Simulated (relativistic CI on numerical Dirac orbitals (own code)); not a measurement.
**Sc⁺: what numerical and physical settings do to a radial Dirac CI calculation**

Reference input:

```
atom Sc  Z=21  charge=1  electrons=20
nucleus A=45  rms_radius_fm=3.5459
hamiltonian dirac-coulomb  breit=on  qed=on  c_scale=1
orbitals kli  potential=per-configuration
slater_scale 1
correlation none
mixing on
grid step=0.0125 r_max=74.5
scf mixing=0.4 start=green max_iterations=150 tolerance=2e-08 node_fill=0.05
configurations
  [Ar] 3d 4s
  [Ar] 3d2
  [Ar] 3d 4p
  [Ar] 4s2
  [Ar] 3d 4d
end
```

Computed lowest total energy -762.79696 Ha, first excitation 56.4 cm⁻¹, 59 SCF steps. Runs with settings changed; * marks those that are bad on purpose (the QED terms keep the true α when c is scaled):

| Changed | Outcome | Lowest level | ΔE (Ha) | First excitation (cm⁻¹) | SCF steps | Message |
| --- | --- | --- | --- | --- | --- | --- |
| start potential previous, node fill of the KLI weights 0.2 | not converged |  |  |  | 150 | SCF of 1s2 2s2 2p6 3s2 3p6 3d 4s did not converge |
| nuclear radius 4.6097 fm, iteration limit 20 | converged | 3d.4s 3D_1 | 0.000926 | 56.4 | 59 |  |
| speed of light × 2 | converged | 3d.4s 3D_1 | 2.55 | 14.9 | 58 |  |
| SCF mixing 0.1, QED terms off, Slater scale 1.2 | converged | 3d.4s 3D_1 | -0.151 | 55.3 | 73 |  |
| SCF tolerance 0.01 * | converged | 3d.4s 3D_1 | 3.43e-08 | 56.1 | 25 |  |
| iteration limit 2 * | not converged |  |  |  | 2 | SCF of 1s2 2s2 2p6 3s2 3p6 3d 4s did not converge |

With so few configurations and no correlation, terms lie too far apart (by 10 to 50 % near neutrality), their order can be wrong, and levels of other configurations are missing.
